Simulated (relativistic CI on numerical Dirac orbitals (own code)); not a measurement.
## Inner-shell lines of P XIII

Calculated at this level of theory: Dirac-Coulomb-Breit CI, orbitals from a KLI potential per configuration, QED by a radiative potential, unscaled Slater integrals (own radial code, finite nucleus).

Configurations in the expansion: 1s2.2s, 1s.2s.2p, 1s.2s.3p, 1s.2p2, 1s.2p.3p, 1s2.2p. Levels of other configurations are missing.

The table holds the strongest lines. The upper levels have an inner-shell vacancy. Auger decay, open to those above the ionisation limit, is not computed, and radiative decays to configurations outside the model are missing too. Absolute energies can be off by a few tenths of a per cent, and with unscaled integrals term splittings come out 10 to 25 % too wide, so close lines can change order. LS names give the leading component, which can be well under half, for lower levels too. Brackets number the levels in order of energy.

| λ (Å) | Upper | Lower | A (s⁻¹) | gA (s⁻¹) |
| --- | --- | --- | --- | --- |
| 5.83535 | 1s.2p2 2D_5/2 [14] | 1s2.2p 2P°_3/2 [3] | 2.64e+13 | 1.58e+14 |
| 5.835 | 1s.2p2 2D_3/2 [15] | 1s2.2p 2P°_3/2 [3] | 2.43e+11 | 9.71e+11 |
| 5.8312 | 1s.2p2 2D_3/2 [15] | 1s2.2p 2P°_1/2 [2] | 2.81e+13 | 1.13e+14 |
| 5.8277 | 1s.2p2 2P_1/2 [16] | 1s2.2p 2P°_3/2 [3] | 2.32e+13 | 4.63e+13 |
| 5.8239 | 1s.2p2 2P_1/2 [16] | 1s2.2p 2P°_1/2 [2] | 5.93e+13 | 1.19e+14 |
| 5.82389 | 1s.2p2 2P_3/2 [17] | 1s2.2p 2P°_3/2 [3] | 7.32e+13 | 2.93e+14 |
| 5.8201 | 1s.2p2 2P_3/2 [17] | 1s2.2p 2P°_1/2 [2] | 7.67e+12 | 3.07e+13 |
| 5.81955 | 1s.2s.2p 2P°_1/2 [7] | 1s2.2s 2S_1/2 [1] | 4.73e+13 | 9.47e+13 |
| 5.81759 | 1s.2s.2p 2P°_3/2 [8] | 1s2.2s 2S_1/2 [1] | 5.03e+13 | 2.01e+14 |
| 5.80247 | 1s.2p2 2S_1/2 [18] | 1s2.2p 2P°_3/2 [3] | 2.33e+13 | 4.66e+13 |
| 5.79871 | 1s.2p2 2S_1/2 [18] | 1s2.2p 2P°_1/2 [2] | 5.37e+12 | 1.07e+13 |
| 5.79139 | 1s.2s.2p 2P°_1/2 [12] | 1s2.2s 2S_1/2 [1] | 5.03e+12 | 1.01e+13 |
| 5.79055 | 1s.2s.2p 2P°_3/2 [13] | 1s2.2s 2S_1/2 [1] | 2.04e+12 | 8.17e+12 |
| 5.04291 | 1s.2p.3p 2P_3/2 [28] | 1s2.2p 2P°_3/2 [3] | 2.51e+12 | 1.00e+13 |
| 5.0423 | 1s.2p.3p 2P_1/2 [29] | 1s2.2p 2P°_3/2 [3] | 1.55e+12 | 3.09e+12 |
| 5.04065 | 1s.2p.3p 4S_3/2 [30] | 1s2.2p 2P°_3/2 [3] | 1.82e+12 | 7.27e+12 |
| 5.04007 | 1s.2p.3p 2P_3/2 [28] | 1s2.2p 2P°_1/2 [2] | 8.29e+11 | 3.32e+12 |
| 5.03946 | 1s.2p.3p 2P_1/2 [29] | 1s2.2p 2P°_1/2 [2] | 4.75e+12 | 9.51e+12 |
| 5.03781 | 1s.2p.3p 4S_3/2 [30] | 1s2.2p 2P°_1/2 [2] | 7.41e+11 | 2.96e+12 |
| 5.03178 | 1s.2p.3p 2D_3/2 [36] | 1s2.2p 2P°_3/2 [3] | 1.98e+12 | 7.93e+12 |
| 5.02932 | 1s.2p.3p 2D_5/2 [37] | 1s2.2p 2P°_3/2 [3] | 9.80e+12 | 5.88e+13 |
| 5.02895 | 1s.2p.3p 2D_3/2 [36] | 1s2.2p 2P°_1/2 [2] | 8.21e+12 | 3.28e+13 |
| 5.02399 | 1s.2p.3p 2S_1/2 [38] | 1s2.2p 2P°_3/2 [3] | 7.51e+12 | 1.50e+13 |
| 5.02117 | 1s.2p.3p 2S_1/2 [38] | 1s2.2p 2P°_1/2 [2] | 3.86e+12 | 7.72e+12 |
| 5.01453 | 1s.2p.3p 2D_5/2 [39] | 1s2.2p 2P°_3/2 [3] | 8.66e+11 | 5.20e+12 |
| 5.01448 | 1s.2p.3p 2D_3/2 [40] | 1s2.2p 2P°_3/2 [3] | 3.68e+11 | 1.47e+12 |
| 5.01405 | 1s.2s.3p 2P°_3/2 [22] | 1s2.2s 2S_1/2 [1] | 9.39e+12 | 3.75e+13 |
| 5.01367 | 1s.2s.3p 2P°_1/2 [23] | 1s2.2s 2S_1/2 [1] | 9.42e+12 | 1.88e+13 |
| 5.01227 | 1s.2p.3p 2P_1/2 [41] | 1s2.2p 2P°_3/2 [3] | 2.53e+12 | 5.06e+12 |
| 5.01167 | 1s.2p.3p 2D_3/2 [40] | 1s2.2p 2P°_1/2 [2] | 1.93e+11 | 7.73e+11 |
| 5.01111 | 1s.2p.3p 2P_3/2 [42] | 1s2.2p 2P°_3/2 [3] | 4.80e+12 | 1.92e+13 |
| 5.00946 | 1s.2p.3p 2P_1/2 [41] | 1s2.2p 2P°_1/2 [2] | 2.83e+12 | 5.67e+12 |
| 5.0083 | 1s.2p.3p 2P_3/2 [42] | 1s2.2p 2P°_1/2 [2] | 8.25e+11 | 3.30e+12 |
| 4.98624 | 1s.2s.3p 2P°_1/2 [31] | 1s2.2s 2S_1/2 [1] | 3.76e+12 | 7.51e+12 |
| 4.98527 | 1s.2s.3p 2P°_3/2 [32] | 1s2.2s 2S_1/2 [1] | 3.76e+12 | 1.50e+13 |
